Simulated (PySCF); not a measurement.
## Correlation energy of Rh⁴¹⁺ (rhodium, charge +41)

Starting occupation: [He] 2s2. All numbers are calculated (PySCF 2.14, X2C-1e with screened-nucleus spin-orbit coupling, Gaussian nucleus, in an uncontracted even-tempered set (17 s from 4.8 bohr⁻², ratio 2.6; 12 p from 6.2 bohr⁻², ratio 2.6; 7 d from 6.4 bohr⁻², ratio 2.8; 4 f from 120 bohr⁻², ratio 2.8)). Frozen: nothing; 4 electrons correlated; the 32 highest virtual spinors left out.

MP2 pair energies summed by pair of shells (mhartree):

| pair | energy | share (%) |
| --- | --- | --- |
| 2s1/2-2s1/2 | -217.15 | 76.5 |
| 1s1/2-1s1/2 | -48.21 | 17.0 |
| 1s1/2-2s1/2 | -18.45 | 6.5 |

Total MP2 correlation energy: -283.80 mhartree.

The virtual space was cut to 50 spinors, which keep -269.66 of the -283.80 mhartree of MP2 correlation.

| level | correlation energy (mhartree) |
| --- | --- |
| CCSD | -405.96 |
| (T) | -0.37 |
| CCSD(T) | -406.33 |

Diagnostics: T1 = 0.00033, largest double amplitude 0.142.

Cost of the coupled-cluster step: about 11 core-seconds, for 4 occupied and 50 virtual spinors.

The coupled-cluster values are those of the cut space; adding the MP2 remainder, -14.14 mhartree, estimates the full space.

At this charge the one-electron X2C treatment keeps the bare 1/r₁₂, with no two-electron picture change or Breit term. That inflates the 1s pair energies well beyond their four-component values.
